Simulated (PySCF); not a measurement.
Bi(Me)(OH)2 (CH₅BiO₂), SMILES [CH3][Bi]([OH])[OH]. Geometry optimised at B3LYP-D3(BJ)/def2-SVP. The structure was generated by enumeration; whether it is a known compound was not checked. The def2 effective core potentials stand for the cores of Bi; spin–orbit coupling is left out. One conformer was computed; it need not be the lowest.

Computed equilibrium geometry at B3LYP-D3(BJ)/def2-SVP (PySCF confirms it by a frequency run) as Cartesian coordinates in Å, and its point group (one conformer of several):
point group Cs.
```xyz
9

Bi    -0.1223     0.2711     0.0000
C      2.0957    -0.3290     0.0000
H      2.5890     0.0660    -0.9004
H      2.5890     0.0660     0.9004
H      2.1625    -1.4280     0.0000
O     -0.6067    -0.9822    -1.6272
H     -0.0286    -1.7589    -1.6548
O     -0.6067    -0.9822     1.6272
H     -0.0286    -1.7589     1.6548
```
